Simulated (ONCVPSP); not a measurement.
## Cutoff test, hydrogen (H), ONCV

hydrogen, optimised norm-conserving Vanderbilt (ONCV), made with ONCVPSP 4.0.1 (PBE, scalar-relativistic). Core none, reference 1s1. Waves: 1s: rc 1.50 bohr, ncon 4, nbas 7, qcut 10.3 1/bohr, 1 projector; p scattering state at 0.09 Ha: rc 1.60 bohr, ncon 3, nbas 6, qcut 4.8 1/bohr, 2 projectors, debl 2.6 Ha. Local part: polynomial inside 1.35 bohr (lpopt 5, dvloc0 0 Ha). Core correction: none.

Q: For each optimised wave give the share of its norm inside rc, the residual kinetic energy above qcut (Ha) and the cutoffs (Ha) for errors of 10, 1, 0.1 and 0.01 mHa per electron.

A:

```csv
wave,norm inside rc,residual KE,10 mHa,1 mHa,0.1 mHa,0.01 mHa
1s,0.532,1.7e-10,8.1,16.0,23.5,30.2
p projector 1,0.025,9.9e-07,0.6,1.8,4.4,8.0
p projector 2,0.155,4.7e-04,5.6,9.4,14.4,44.4
```

The occupied waves need 16 Ha and 24 Ha for 1 and 0.1 mHa.
